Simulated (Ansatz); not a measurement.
Start from `CN([SiH3])[AsH2]` and change one atom or group to get `C[SiH2]N(C)[SiH3]`.

Ansatz, PBE0-D4/def2-TZVP geometries, multiplicity 1. Each molecule was computed in one conformer, which needn't be the lowest.

Scalar relativity is left out up to krypton.

```csv
property,`CN([SiH3])[AsH2]`
HOMO–LUMO gap (B3LYP/def2-TZVPP) / eV,6.17
HOMO energy (PBE0/def2-TZVPP) / eV,-6.86
LUMO energy (PBE/def2-TZVPP) / eV,-1.14
HOMO–LUMO gap (PBE/def2-TZVPP) / eV,4.42
size of the dipole moment (B3LYP/def2-TZVPP) / D,0.65
LUMO energy (ωB97M-V/def2-TZVPP) / eV,1.52
```

Q: What does the change do to each property? (Best estimate.)

A: Ansatz gave: 
| property | `C[SiH2]N(C)[SiH3]` | shift |
| --- | --- | --- |
| HOMO–LUMO gap (B3LYP/def2-TZVPP) / eV | 6.92 | 0.75 |
| HOMO energy (PBE0/def2-TZVPP) / eV | -6.92 | -0.06 |
| LUMO energy (PBE/def2-TZVPP) / eV | -0.46 | 0.68 |
| HOMO–LUMO gap (PBE/def2-TZVPP) / eV | 5.18 | 0.76 |
| size of the dipole moment (B3LYP/def2-TZVPP) / D | 1.22 | 0.57 |
| LUMO energy (ωB97M-V/def2-TZVPP) / eV | 2.04 | 0.52 |

With PBE0 the HOMO falls by 0.06 eV and the LUMO rises by 0.67 eV, so the gap widens by about 0.73 eV. PBE moves the HOMO by -0.07 eV and ωB97M-V by -0.10 eV. Dipoles are sizes alone; their direction can turn.

B3LYP here is the variant with VWN-RPA as its local correlation; programs differ in this.
